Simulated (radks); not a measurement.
Task: The mean radii <r> (bohr) of the occupied orbitals of an atom or ion are listed with their occupations. All-electron calculation, non-relativistic Kohn-Sham, TPSS, spin-polarised, spherical densities, point nucleus; meta-GGA in the generalised Kohn-Sham scheme. Program: a radial shooting solver on a logarithmic mesh with Libxc functionals.

| orbital | occ. | <r> |
|---|---|---|
| 1s up | 1 | 0.03039 |
| 1s down | 1 | 0.03039 |
| 2s up | 1 | 0.1288 |
| 2s down | 1 | 0.1288 |
| 2p up | 3 | 0.1097 |
| 2p down | 3 | 0.1097 |
| 3s up | 1 | 0.3061 |

Name the element and its charge. Open shells, if any, are filled with parallel spins first.

Result: Z = 50, tin, charge +39: Sn39+ in [Ne] 3s1. The 1s radius gives Z: for a bare nucleus <r> = 1.5/Z, 0.03 bohr for Z = 50, and screening makes it slightly larger (0.03039 here). The occupations add up to 11, and the charge is Z minus that.
